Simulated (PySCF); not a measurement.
Task: Give a GFN2-xTB geometry of `[c]1ccsc1SC` [radical]. (Doublet state.)

Result: 
```
atom  x, y, z in Å
C1     2.504    0.199   -0.081
S2     1.581   -1.342    0.190
C3    -0.028   -0.682    0.084
C4    -0.456    0.561   -0.131
C5    -1.839    0.774   -0.158
C6    -2.504   -0.393    0.052
S7    -1.442   -1.743    0.281
H8     3.558   -0.054   -0.040
H9     2.247    0.601   -1.057
H10    2.252    0.907    0.703
H11   -2.308    1.726   -0.322
H12   -3.563   -0.556    0.088
```

Orientation and origin are arbitrary. Atoms count from 1 in this order. The 4 C–S bonds span 1.733 Å (C6–S7, aromatic) to 1.816 Å (C1–S2, drawn single), a spread of 0.083 Å. C4 (carbon bonded to 2 C) is bent (angle 117.6°). C5 (carbon bonded to 2 C and H) is planar (angles 124.8°, 124.7° and 110.5°, sum 360.0°, 0.00 Å off the plane of its three neighbours). The 5-membered ring C3–C4–C5–C6–S7 has internal angles of 90.5° to 117.6° (sum 540°, against 540° for a flat polygon); it is planar, 0.00 Å rms from its mean plane, widest ring torsion 0°.

Bonds between heavy atoms (Å): C1–S2 1.816, S2–C3 1.742, C3–C4 1.333, C4–C5 1.399, C5–C6 1.360, C6–S7 1.733, C3–S7 1.779.

The geometry is computed with GFN2-xTB (gas phase). This method treats the open shell by occupation alone, without spin polarisation.

Point group: Cs (tolerance 0.08 Å). No GFN2-xTB frequencies stand behind this structure, so it isn't proved a minimum. Torsions: C1–S2–C3–C4 0°.

One conformer stands for the species.
